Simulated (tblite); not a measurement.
Parent: `[CH3:1][NH:2][SiH:3]([PH2:4])[PH2:5]` with C1–N2–Si3–P4 -42°, N2–Si3–P4–H -81° and -173°, N2–Si3–P5–H -84° and -177°, CH9NP2Si.

The geometries are computed with GFN2-xTB (gas phase). One conformer each, not checked by frequencies here.

| coordinate of the parent | value |
| --- | --- |
| C1–N2 | 1.443 Å |
| N2–Si3 | 1.719 Å |
| Si3–P4 | 2.270 Å |
| Si3–P5 | 2.253 Å |
| C1–N2–Si3 | 121.2° |
| N2–Si3–P4 | 111.9° |
| N2–Si3–P5 | 104.1° |
| P4–Si3–P5 | 114.2° |

Q: How does the shared frame change in `[CH2:1]=[CH:2][N:3]([CH3:4])[SiH:5]([PH2:6])[PH2:7]` with C1–C2–N3–C4 -2°, C2–N3–Si5–P6 155°, N3–Si5–P6–H -64° and -157°, N3–Si5–P7–H 172° and -96°, C3H11NP2Si? Atoms pair as C1 = C4, N2 = N3, Si3 = Si5, P4 = P6, P5 = P7 (parent first).

A: 
```
   parent   relative  value in the relative  change
    C1–N2      C4–N3                1.443 Å   0.000
   N2–Si3     N3–Si5                1.732 Å  +0.013
   Si3–P4     Si5–P6                2.255 Å  -0.015
   Si3–P5     Si5–P7                2.252 Å  -0.001
C1–N2–Si3  C4–N3–Si5                 120.6°    -0.6
N2–Si3–P4  N3–Si5–P6                 106.8°    -5.1
N2–Si3–P5  N3–Si5–P7                 105.7°    +1.6
P4–Si3–P5  P6–Si5–P7                 116.3°    +2.1
```

Of the parent's bonds, Si3–P4 changes most (-0.015 Å). Bonds of the relative outside the shared frame: C1=C2 1.326, C2–N3 1.382 Å. Point group C1 → C1.
